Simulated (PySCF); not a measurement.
## TlO: energy against distance

Set-up: PySCF, scalar-relativistic core potentials, basis sets Tl cc-pVTZ-PP with ECP60, O cc-pVTZ. Energies in eV from Tl + O in their ground configurations at the same level. State: ²Π (doublet), unpaired electrons π ↑.

All columns are PBE0. A positive dipole means Tl(−)O(+).

```csv
R (Å),E (eV),μ (D),Mulliken charge on Tl (basis-dependent),HOMO (eV),LUMO (eV),Mayer bond order,⟨S²⟩
1.885,-2.300,-1.53,0.32,-6.49,-3.93,1.12,0.75
1.973,-2.771,-2.12,0.36,-6.57,-3.57,1.06,0.75
2.061,-3.022,-2.69,0.39,-6.60,-3.24,1.00,0.76
2.126,-3.108,-3.10,0.42,-6.57,-3.03,0.97,0.76
2.192,-3.129,-3.50,0.44,-6.51,-2.84,0.94,0.76
2.258,-3.101,-3.89,0.46,-6.43,-2.68,0.91,0.76
2.345,-3.009,-4.38,0.48,-6.30,-2.52,0.89,0.76
2.455,-2.836,-4.96,0.50,-6.00,-2.38,0.86,0.76
2.587,-2.580,-5.61,0.51,-5.66,-2.32,0.84,0.77
2.762,-2.212,-6.38,0.52,-5.30,-2.34,0.81,0.78
```

A fit through these points gives, at Re = 2.184 Å, μ = -3.46 D and dμ/dR = -5.99 D/Å; the reduced mass is 14.84 u.

Question: How strong is the fundamental in the double-harmonic approximation, I = 42.26·(dμ/dR)²/μred km/mol?

Answer: I = 42.26·(-5.99)²/14.84 = 102 km/mol at PBE0.

Spin–orbit coupling is left out, which matters for elements this heavy, above all for dissociation energies. The state was picked by a PBE0 search and need not be the measured ground state.
